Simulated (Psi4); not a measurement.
C5H5Cl, singlet, at a GFN2-xTB geometry; PBE/def2-TZVPD (Psi4).

Here is a job for Psi4.
```
memory 2 GB

molecule mol {
0 1
C    -1.974064   -0.691410    0.507247
C    -0.898338   -0.047986    0.070234
Cl   -1.047994    1.447023   -0.821676
C     0.431828   -0.468657    0.261450
C     1.590652   -0.768958    0.388039
C     2.965370   -1.166839    0.564669
H    -2.967117   -0.320879    0.330539
H    -1.869719   -1.611033    1.055427
H     3.041398   -2.253763    0.578362
H     3.346827   -0.773366    1.506785
H     3.571823   -0.777251   -0.252459
}

set {
  basis def2-tzvpd
  reference rks
}

energy('pbe')
print_variables()
```

The log (banner, timings and long lists left out):

```
   => Loading Basis Set <=

    Name: DEF2-TZVPD
    Role: ORBITAL
    Keyword: BASIS

         ---------------------------------------------------------
                                   SCF
               by Justin Turney, Rob Parrish, Andy Simmonett
                          and Daniel G. A. Smith
                              RKS Reference
         ---------------------------------------------------------

  ==> Geometry <==

    Molecular point group: c1
    Full point group: C1

    Geometry (in Angstrom), charge = 0, multiplicity = 1:

       Center              X                  Y                   Z               Mass
    ------------   -----------------  -----------------  -----------------  -----------------
         C           -1.913084159890    -0.762337895931     0.547139406697    12.000000000000
         C           -0.837358159890    -0.118913895931     0.110126406697    12.000000000000
         CL          -0.987014159890     1.376095104069    -0.781783593303    34.968852682000
         C            0.492807840110    -0.539584895931     0.301342406697    12.000000000000
         C            1.651631840110    -0.839885895931     0.427931406697    12.000000000000
         C            3.026349840110    -1.237766895931     0.604561406697    12.000000000000
         H           -2.906137159890    -0.391806895931     0.370431406697     1.007825032230
         H           -1.808739159890    -1.681960895931     1.095319406697     1.007825032230
         H            3.102377840110    -2.324690895931     0.618254406697     1.007825032230
         H            3.407806840110    -0.844293895931     1.546677406697     1.007825032230
         H            3.632802840110    -0.848178895931    -0.212566593303     1.007825032230

  Running in c1 symmetry.

  Rotational constants: A =      0.19918  B =      0.04872  C =      0.03944 [cm^-1]
  Rotational constants: A =   5971.37974  B =   1460.66676  C =   1182.29350 [MHz]
  Nuclear repulsion =  236.370045750726575

  Charge       = 0
  Multiplicity = 1
  Electrons    = 52
  Nalpha       = 26
  Nbeta        = 26

  ==> Algorithm <==

  SCF Algorithm Type is DF.
  DIIS enabled.
  MOM disabled.
  Fractional occupation disabled.
  Guess Type is SAD.
  Energy threshold   = 1.00e-06
  Density threshold  = 1.00e-06
  Integral threshold = 1.00e-12

  ==> Primary Basis <==

  Basis Set: DEF2-TZVPD
    Blend: DEF2-TZVPD
    Number of shells: 106
    Number of basis functions: 276
    Number of Cartesian functions: 312
    Spherical Harmonics?: true
    Max angular momentum: 3

  ==> DFT Potential <==

   => LibXC <=

    Version 7.1.2
    S. Lehtola, C. Steigemann, M. J. T. Oliveira, and M. A. L. Marques,  SoftwareX 7, 1–5 (2018) (10.1016/j.softx.2017.11.002)

   => Composite Functional: PBE <=

    PBE GGA Exchange-Correlation Functional

    J.P. Perdew et. al., Phys. Rev. Lett., 77(18), 3865-3868, 1996

    Deriv               =              1
    GGA                 =           TRUE
    Meta                =          FALSE

    Exchange Hybrid     =          FALSE
    MP2 Hybrid          =          FALSE

   => Exchange Functionals <=

    1.0000     XC_GGA_X_PBE

   => Correlation Functionals <=

    1.0000     XC_GGA_C_PBE

   => LibXC Density Thresholds  <==

    XC_GGA_C_PBE:  1.00E-12
    XC_GGA_X_PBE:  1.00E-15

   => Molecular Quadrature <=

    Radial Scheme          =       TREUTLER
    Pruning Scheme         =           NONE
    Nuclear Scheme         =       TREUTLER

    Blocking Scheme        =         OCTREE
    BS radius alpha        =              1
    Pruning alpha          =              1
    Radial Points          =             75
    Spherical Points       =            302
    Total Points           =         237724
    Total Blocks           =           1812
    Max Points             =            256
    Max Functions          =            261
    Weights Tolerance      =       1.00E-15

   => Loading Basis Set <=

    Name: (DEF2-TZVPD AUX)
[...]
    wK tasked:                   No
    Algorithm:                 Core
    Schwarz Cutoff:           1E-12
    Mask sparsity (%):       5.1565
    Fitting Condition:        1E-10

   => Auxiliary Basis Set <=

  Basis Set: (DEF2-TZVPD AUX)
    Blend: DEF2-UNIVERSAL-JKFIT
    Number of shells: 193
    Number of basis functions: 593
    Number of Cartesian functions: 700
    Spherical Harmonics?: true
    Max angular momentum: 4

  Minimum eigenvalue in the overlap matrix is 1.1520091978E-07.
  Reciprocal condition number of the overlap matrix is 9.5277257269E-09.
    Using symmetric orthogonalization.

  ==> Pre-Iterations <==

  SCF Guess: Superposition of Atomic Densities via on-the-fly atomic UHF (no occupation information).

   -------------------------
    Irrep   Nso     Nmo
   -------------------------
     A        276     276
   -------------------------
    Total     276     276
   -------------------------

  ==> Iterations <==

                           Total Energy        Delta E     RMS |[F,P]|

   @DF-RKS iter SAD:  -652.67974449810595   -6.52680e+02   0.00000e+00
   @DF-RKS iter   1:  -652.35672446069918    3.23020e-01   4.84914e-03 DIIS/ADIIS
   @DF-RKS iter   2:  -648.41477289193881    3.94195e+00   9.18354e-03 DIIS/ADIIS
   @DF-RKS iter   3:  -653.18818586106272   -4.77341e+00   1.58768e-03 DIIS/ADIIS
   @DF-RKS iter   4:  -653.18564266659371    2.54319e-03   1.64426e-03 DIIS/ADIIS
   @DF-RKS iter   5:  -653.27720000010277   -9.15573e-02   6.68922e-04 DIIS/ADIIS
   @DF-RKS iter   6:  -653.29706365226866   -1.98637e-02   1.68206e-04 DIIS/ADIIS
   @DF-RKS iter   7:  -653.29764624781592   -5.82596e-04   1.32134e-04 DIIS/ADIIS
   @DF-RKS iter   8:  -653.29827533304956   -6.29085e-04   3.38959e-05 DIIS
   @DF-RKS iter   9:  -653.29831745737795   -4.21243e-05   4.77082e-06 DIIS
   @DF-RKS iter  10:  -653.29831811288079   -6.55503e-07   2.85272e-06 DIIS
   @DF-RKS iter  11:  -653.29831841825649   -3.05376e-07   5.13455e-07 DIIS
  Energy and wave function converged.

  ==> Post-Iterations <==

   Electrons on quadrature grid:
      Ntotal   =   51.9999956996 ; deviation = -4.300e-06

    Orbital Energies [Eh]
    ---------------------

    Doubly Occupied:

[...]
    Virtual:

[...]
     276A     26.311679

    Final Occupation by Irrep:
              A
    DOCC [    26 ]
    NA   [    26 ]
    NB   [    26 ]

  @DF-RKS Final Energy:  -653.29831841825649

   => Energetics <=

    Nuclear Repulsion Energy =            236.3700457507265753
    One-Electron Energy =               -1363.7275028251322055
    Two-Electron Energy =                 530.8233886454029289
    DFT Exchange-Correlation Energy =     -56.7642499892538126
    Empirical Dispersion Energy =           0.0000000000000000
    VV10 Nonlocal Energy =                  0.0000000000000000
    Total Energy =                       -653.2983184182564855

Computation Completed

Properties will be evaluated at   0.000000,   0.000000,   0.000000 [a0]

Properties computed using the SCF density matrix

 Multipole Moments:

 ------------------------------------------------------------------------------------
     Multipole            Electronic (a.u.)      Nuclear  (a.u.)        Total (a.u.)
 ------------------------------------------------------------------------------------

 L = 1.  Multiply by 2.5417464519 to convert [e a0] to [Debye]
 Dipole X            :         -5.4479999            5.9922340            0.5442341
 Dipole Y            :          6.3748814           -6.9697854           -0.5949040
 Dipole Z            :         -3.5858888            3.9200500            0.3341613
 Magnitude           :                                                    0.8727916

 ------------------------------------------------------------------------------------

  Variable Map:
  ----------------------------------------------------------------------------
[...]
  Array Variable Map:
  ----------------------------------------------------------------------------
[...]
[...]
```
